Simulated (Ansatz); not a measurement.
Consider the ligand exchange at a B–O bond: `OB[O][SnH3]` + `NCS` → `OBNCS` + `[OH][SnH3]`.

Calculated with Ansatz (gas phase, PBE0-D4/def2-TZVP geometries, no zero-point term in ΔE). CCSD(T)/CBS is the MP2 limit (def2-TZVPP, def2-QZVPP) plus CCSD(T) − MP2 in def2-TZVPP, frozen cores. Functionals use def2-TZVPP. def2 core potentials past Kr. For Sn outer-core shells are correlated without core-valence functions, which leaves a few kJ/mol of doubt a bond. Each species was taken in one conformer, which may not be the lowest.

`OB[O][SnH3]`:

Z-matrix (Å, degrees):
```
Sn
O 1 1.992
H 1 1.701 2 107.9
H 1 1.702 2 101.7 3 -118.5
H 1 1.701 2 107.9 3 123.0
B 2 1.339 1 121.4 3 -61.4
O 6 1.375 2 118.9 1 0.0
H 6 1.203 2 120.6 1 180.0
H 7 0.958 6 113.6 2 180.0
```

`NCS`:

```xyz
8

N    -0.927   -0.090   -0.655
C     0.027    0.393    0.317
S     0.669   -0.924    1.380
H    -1.318    0.684   -1.180
H    -0.486   -0.721   -1.312
H    -0.485    1.075    1.000
H     0.890    0.930   -0.093
H     1.630   -1.347    0.544
```

`OBNCS`:

```xyz
11

O     0.686    1.773   -0.701
B     0.677    1.219    0.540
N     0.271   -0.114    0.795
C    -0.037   -1.136   -0.159
S    -1.310   -0.697   -1.397
H     0.221    1.231   -1.354
H     1.028    1.890    1.468
H     0.238   -0.421    1.752
H     0.825   -1.396   -0.784
H    -0.352   -2.043    0.356
H    -2.247   -0.306   -0.518
```

`[OH][SnH3]`:

Cartesian coordinates in Å:
```
O -0.478 1.085 0.922
Sn 0.213 -0.424 -0.139
H -0.907 1.757 0.388
H 1.359 0.178 -1.256
H -1.097 -1.162 -0.951
H 0.910 -1.434 1.036
```

(1) Is it downhill or uphill in electronic energy at CCSD(T)/CBS, and by how much? (An estimate is asked.)

(2) What do these levels give: r2SCAN-D4, PBE0-D4, ωB97X-V, B2PLYP, PBE, HF/def2-QZVPP? (Best estimate.)

Largest T1 diagnostic among the species: 0.014.

Answers

(1) The calculation gave: Uphill: ΔE = +33.0 kJ/mol.

(2) Computed: r2SCAN-D4 29.2, PBE0-D4 25.6, ωB97X-V 31.1, B2PLYP 32.0, PBE 23.9, HF/def2-QZVPP 48.5 kJ/mol.

In def2-TZVPP, CCSD(T) changes the Hartree–Fock value by −13.9 kJ/mol (the triples alone add −2.4 kJ/mol) and MP2 by −16.4 kJ/mol. The D4 term adds −3.0 kJ/mol with B3LYP and −1.7 kJ/mol with PBE0; it sums over pairs of atoms, weighted by their polarisabilities, and B3LYP, whose exchange is more repulsive, gets the larger term. From PBE to PBE0 (25 % exact exchange), in def2-TZVPP and without D4, ΔE moves by +3.4 kJ/mol.

B3LYP here is the variant with VWN-RPA as its local correlation; programs differ in this.
